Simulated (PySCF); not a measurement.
Problem. Give a PBE0-D3(BJ)/def2-SVP geometry of InChI=1S/CH8N2Si2/c1-2-5-3-4/h3H,1,5H2,4H3.

Solution. 
```
atom  x, y, z in Å
C1     2.5805   -0.3820   -0.4235
N2     1.7095   -0.7800    0.3972
Si3    0.4758    0.2478    1.1156
N4    -1.1147   -0.3280    0.7460
Si5   -2.1490    0.1212   -0.5815
H6     3.3223   -1.0858   -0.8475
H7     2.6766    0.6683   -0.7808
H8     0.5819    1.6528    0.6024
H9     0.6952    0.1831    2.5880
H10   -1.4179   -1.1314    1.2917
H11   -2.2243   -0.9267   -1.6487
H12   -3.5451    0.3756   -0.1086
H13   -1.5841    1.3683   -1.1754
```

Orientation and origin are arbitrary. Atoms count from 1 in this order. Si3 (SiH2 silicon) is distorted tetrahedral (angles from 106.0° to 111.6°). The N–Si distances run from 1.731 Å (Si3–N4, drawn single) to 1.759 Å (N2–Si3, drawn single), a spread of 0.028 Å. Si5 (SiH3 silicon) is distorted tetrahedral (angles from 107.1° to 113.1°). N4 (nitrogen bridging silicon atoms) is almost planar (angles 128.5°, 115.8° and 115.0°, sum 359.3°, 0.07 Å off the plane of its three neighbours).

Bonds between heavy atoms (Å): C1=N2 1.261, N2–Si3 1.759, Si3–N4 1.731, N4–Si5 1.742.

Method: PySCF 2.14.0, PBE0-D3(BJ)/def2-SVP geometry optimisation, gas phase.

Point group: C1 (no symmetry element, even within 0.4 Å). No frequency check. One conformer, not necessarily the lowest (C1–N2–Si3–N4 121°, N2–Si3–N4–Si5 -92°).
